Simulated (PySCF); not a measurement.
Radial density of Al²⁺ (aluminium, charge +2)

PBE, [Ne] 3s1, 2S determinant. Calculation: PySCF 2.14, in 6-31G*; the non-relativistic Hamiltonian (point nucleus).

```tsv
r (bohr)	4πr²ρ (e/bohr)	4πr²(ρα − ρβ)
0.00228	0.08440	0.0002
0.00383	0.2329	0.0005
0.00644	0.6202	0.0014
0.0108	1.557	0.0035
0.0182	3.648	0.0082
0.0307	7.473	0.0163
0.0516	12.41	0.0248
0.0867	14.50	0.0204
0.146	10.71	-0.0004
0.245	8.699	0.0239
0.413	12.50	0.0929
0.694	8.786	0.0154
1.17	1.872	0.1645
1.96	0.6001	0.5466
3.30	0.1802	0.1797
5.56	0.001468	0.0014
```
